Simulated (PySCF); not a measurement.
Harmonic spectrum computed at PBE in the def2-TZVP basis family (core potentials from Rb on, PySCF, no spin–orbit coupling):

```tsv
ω (cm⁻¹)	IR (km/mol, summed over degenerate members)	degeneracy
457	21.7	2
659	78.0	1
859	0.0	1
1412	802	2
```

**Question.** Which molecule gave it? In each, all ligands are bound to the one heavy central atom.
A. YF₃ (singlet)
B. BrF₃ (singlet)
C. ScF₃ (singlet)
D. CF₃ (doublet)
E. BF₃ (singlet)

**Answer.** E. It has D3h symmetry with B–F 1.325 Å (×3).
